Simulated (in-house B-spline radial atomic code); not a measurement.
A fraction x of an electron is removed from 3p in V³⁺, starting from [Ar] 3d2 and keeping the highest spin. Level of theory: non-relativistic TPSSh, spin-polarised, spherical fractional occupations, point nucleus; calculated with a B-spline radial code for spherical atoms.

Caution: exact exchange at fractional occupations of open shells leaves self-interaction of up to several eV.

```
   x  E(x) - E(0) (eV)  3p down level (eV)
   0            0.0000             -77.330
0.13           10.1995             -79.589
0.28                 ?                   ?
0.42           34.0203             -84.709
 0.5           40.8542             -86.139
0.61           50.4382             -88.117
0.73                 ?                   ?
0.82           69.3422             -91.928
0.91           77.6897             -93.573
   1           86.1856             -95.227
```

(1) What belongs in the row x = 0.28?

(2) What belongs in the row x = 0.73?

(3) Check Janak's theorem between x = 0.42 and 0.5.

Answers

(1) An energy change of 22.3352 eV; 3p down at -82.225 eV.

(2) An energy change of 61.1425 eV; 3p down at -90.289 eV.

(3) The slope of the energy is 85.42 eV; the orbital levels give 85.42 eV (-ε of the emptying orbital, averaged over the two points).
